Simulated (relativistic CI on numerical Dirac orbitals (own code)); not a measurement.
Rh6+: 4s photoemission

Computed with this model: Dirac-Coulomb-Breit CI, KLI orbitals optimised for each configuration, model QED (radiative potential, 1s self-energy scaled to tabulated hydrogen-like ionisation energies), multiplet model of photoemission in the sudden approximation, unscaled Slater integrals; configurations [Kr] 4d3 → [Ar] 3d10 4s 4p6 4d3; 80 K; Lorentzian 2.8 eV and Gaussian 0.6 eV FWHM. Energies are those of the free ion, without screening or charge transfer. The energies are binding energies and can lie tens of eV above those of solids. Without intra-shell correlation the exchange splitting of an s hole comes out too large, often by half or more. S is read from ⟨S²⟩ = S(S + 1).

Computed curve for free ion, scaled to 100 at the maximum (points under 2 are left out and the grid is thinned):

Energy (eV), Intensity and a bar:
```
    174.6        2.1 
    175.0        2.3 
    175.4        2.4 
    176.2        2.8 
    176.6        3.1 
    177.0        3.4 
    177.4        3.7 #
    177.8        4.1 #
    178.6        5.1 #
    179.0        5.7 #
    179.4        6.4 #
    179.8        7.3 ##
    180.2        8.4 ##
    181.0       11.5 ###
    181.4       13.7 ####
    181.8       16.6 ####
    182.2       20.5 ######
    182.6       25.8 #######
    183.4       43.3 #############
    183.8       57.0 #################
    184.2       73.9 ######################
    184.6       90.5 ###########################
    185.0      100.0 ##############################
    185.8       82.9 #########################
    186.2       65.7 ###################
    186.6       50.5 ###############
    187.0       39.1 ###########
    187.4       30.9 #########
    188.2       21.1 ######
    188.6       18.4 #####
    189.0       16.7 ####
    189.4       15.7 ####
    190.2       15.6 ####
    190.6       16.3 ####
    191.0       17.7 #####
    191.4       19.8 #####
    191.8       23.1 ######
    192.6       34.9 ##########
    193.0       43.7 #############
    193.4       52.7 ################
    193.8       58.0 #################
    194.2       56.3 #################
    195.0       39.1 ###########
    195.4       30.5 #########
    195.8       23.7 #######
    196.2       18.6 #####
    196.6       14.8 ####
    197.4        9.9 ##
    197.8        8.3 ##
    198.2        7.0 ##
    198.6        6.1 #
    199.0        5.3 #
    199.8        4.1 #
    200.2        3.7 #
    200.6        3.3 
    201.0        3.0 
    201.4        2.8 
    202.2        2.3 
    202.6        2.2 
    203.0        2.0
```

The ground state has S = 1.49, and the centroid lies at 188.33 eV.
